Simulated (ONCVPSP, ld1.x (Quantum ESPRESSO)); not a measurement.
Potentials for P (Z = 15) compared

Generated with ld1.x 7.5 (TM, RRKJ, ultrasoft, PAW), atompaw 4.2 or ONCVPSP 4.0.1. The cutoff is in Ry: for ld1.x and atompaw files where the sum of valence levels is converged to 10 mRy in a Bessel basis, for ONCV files where the hardest occupied wave has 1 mHa per electron of residual kinetic energy. The error is the largest all-electron minus pseudo excitation energy over each file’s own four to seven test configurations (ionisations up to +4, promotions, holes and added fractions of an electron), all of which were solved. The labels leave out finer settings (local radius, basis sizes, second energies), which also bear on the numbers. Spin-polarised tests are not counted. The rows are a selection from randomly drawn settings: files with unsolved tests, undetermined cutoffs or missed reference levels are left out.

| potential | cutoff (Ry) | largest error (meV) | bound ghosts |
| --- | --- | --- | --- |
| ONCV, PBE, scalar-relativistic, rc 1.30/1.30 (sp), local p, core correction yes, reference 3s2 3p1.5, qcut 4.1/5.4, projectors 2/0 | 81 | +20 | none |
| ONCV, PBE, scalar-relativistic, rc 0.85/1.00/0.85 (spd), local d, core correction yes, reference 2s2 2p6 3s1.5 3p3.5, qcut 12.1/13.1/10.4, projectors 2/2/0 | 150 | +4.5 | none |
| RRKJ, PBE, scalar-relativistic, rc 1.45/1.65/1.55 (spd), local smoothed, core correction no, reference 3s2 3p3 | 40 | +139 | none |
| ONCV, PBE, scalar-relativistic, rc 1.00/0.80/0.75 (spd), local smoothed, core correction yes, reference 2s2 2p6 3s2 3p3, qcut 15.6/21.8/11.8, projectors 2/2/2 | 311 | +7.9 | none |

Fill in the row for P: RRKJ, PBE, scalar-relativistic, rc 1.75/1.65/1.45 (spd), local s, core correction yes, reference 3s2 3p3.

cutoff 30 Ry, largest error +183 meV, bound ghosts: none.

Fill in the row for P: RRKJ, PBE, scalar-relativistic, rc 1.65/1.90/1.85 (spd), local s, core correction no, reference 3s2 3p1.5.

cutoff 35 Ry, largest error +11 meV, bound ghosts: none.
